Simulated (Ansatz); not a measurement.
Coupled-cluster diagnostics for V(NH)F3 (VNF3H), Ansatz.

Geometry of the singlet (PBE-D4/def2-SVP):

```xyz
6

V    -0.2910   -0.1799    0.2728
N     0.7809    0.4833   -0.7326
H     1.4651    0.9056   -1.3733
F    -0.0652   -1.8928    0.2536
F    -1.8768    0.2310   -0.2769
F    -0.0130    0.4528    1.8565
```

Correlated methods freeze 9 core orbitals; core or outer-core shells of V are correlated, in sets that lack core-valence functions.

Question: Estimate the CCSD(T) correlation energy, the shares of MP2 and (T), T1 and the reference's ⟨S²⟩ for: charge 0, singlet, own geometry in def2-TZVPP; and the rough time on 4 threads of Intel Xeon 6975P-C on a shared host.

Answer: 
| state | basis | correlation (eV) | MP2 share (%) | (T) share (%) | T1 | ⟨S²⟩ (pure) | wall time | remarks |
| --- | --- | --- | --- | --- | --- | --- | --- | --- |
| charge 0, singlet, own geometry | def2-TZVPP | -44.034 | 100.5 | 5.9 | 0.029 | 0.00 (0.00) | 46 s | restricted SCF unstable |
Customary marks for T1 are 0.02 (closed shells), 0.045 (open shells) and about 0.05 (3d metals). T1 exceeds 0.02 in 1 of 1 rows and 0.045 in 0; the higher it lies, the less the single-reference result can be trusted.
